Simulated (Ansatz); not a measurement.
Consider the cleavage of the Si–B bond: `O[SiH2]B([SiH3])[SiH3]` + `CSS` → `CSS[SiH2]O` + `[SiH3]B[SiH3]`.

Calculated with Ansatz (gas phase, PBE0-D4/def2-TZVP geometries, no zero-point term in ΔE). CCSD(T)/CBS adds triple-zeta CCSD(T) − MP2 to the extrapolated MP2 energy (def2 sets, frozen cores). Functionals use def2-TZVPP. One conformer a species, not always the lowest.

CCSD(T)/CBS gives -18.0 kcal/mol.

(1) Another level gave -15.9 kcal/mol. Which?
A. MP2/def2-TZVPP
B. BLYP/def2-TZVPP
C. B2PLYP/def2-TZVPP
D. revPBE/def2-TZVPP

Largest T1 diagnostic among the species: 0.014.

Results:

(1) B. BLYP -15.9, MP2/def2-TZVPP -19.7, revPBE -14.9, B2PLYP -17.9 kcal/mol.

Leaving LDA and LC-ωPBE aside and taking each functional with its dispersion term where it has one, the values, not all of them listed here, spread over 2.7 kcal/mol, from ωB97M-V to PBE-D4. From BLYP to BHLYP (50 % exact exchange), in def2-TZVPP and without D4, ΔE moves by −1.9 kcal/mol.

CCSD(T)/CBS has its own doubt, a few kJ/mol and more with outer-core shells, so smaller differences from it don't rank the levels.
